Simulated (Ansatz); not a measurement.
Reactions of `B[SeH]`.

Computed with Ansatz on PBE0-D4/def2-TZVP structures; ΔE is electronic, products minus reactants. CCSD(T)/CBS adds triple-zeta CCSD(T) − MP2 to the extrapolated MP2 energy (def2 sets, frozen cores). This one scheme is used for every species. DFT in def2-TZVPP. B3LYP here is the variant with VWN-RPA as its local correlation; programs differ in this. For Ge, Se outer-core shells are correlated without core-valence functions, which leaves a few kJ/mol of doubt a bond. Scalar relativity is left out up to krypton. One conformer a species, not always the lowest.

```tsv
reaction	B3LYP-D4 (kJ/mol)	PBE-D4 (kJ/mol)	PBE0-D4 (kJ/mol)	CCSD(T)/CBS(def2) (kJ/mol)
`B[SeH]` + `N=C[SiH3]` → `N=C([SiH3])[SeH]` + BH₃	107	111	114	114
`B[SeH]` + `[NH2][AlH2]` → `B[NH][AlH2]` + H₂Se	-38	-29	-33	-32
`B[SeH]` + `OPO` → `OP(O)[SeH]` + BH₃	64	69	70	72
`B[SeH]` + `O=[C](O)[GeH3]` → `BO[C](=O)[GeH3]` + H₂Se	-18	-2	-6	-13
```

Largest T1 diagnostic: 0.015, for `BO[C](=O)[GeH3]`.
